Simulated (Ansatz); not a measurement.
Z-matrix (Å, degrees):
```
C
O 1 1.408
H 1 1.095 2 111.4
H 1 1.092 2 108.4 3 119.4
H 1 1.098 2 112.0 3 -121.1
Si 2 1.656 1 122.3 3 64.9
Si 6 2.347 2 108.5 1 64.0
N 6 1.708 2 116.3 1 -54.9
H 6 1.482 2 102.8 1 -174.1
N 7 1.699 6 108.1 2 35.5
F 7 1.622 6 106.0 2 -86.8
H 7 1.486 6 117.6 2 157.5
H 8 1.006 6 123.6 2 -72.0
H 8 1.006 6 121.7 2 89.4
H 10 1.006 7 123.9 6 166.6
H 10 1.006 7 121.9 6 -29.4
```

Total charge 0; spin multiplicity 1.

Problem. List the ωB97M-V/def2-TZVPP orbital energies in eV (the Gaussian-basis code of Ansatz). (An estimate is asked.)

Solution. The calculation gave: Occupied: -1807.42, -1807.14, -676.85, -525.88, -394.23, -394.12, -282.70, -148.37, -148.11, -102.52, -102.48, -102.46, -102.23, -102.22, -102.21, -35.35, -31.01, -26.60, -26.47, -21.90, -18.37, -17.37, -16.59, -16.41, -15.51, -15.38, -15.20, -15.13, -14.75, -14.51, -12.81, -12.25, -11.75, -11.17, -10.39, -10.09, -9.54. Lowest empty: 1.72, 1.89, 2.84, 3.27, 3.46, 3.68, 4.02, 4.11.
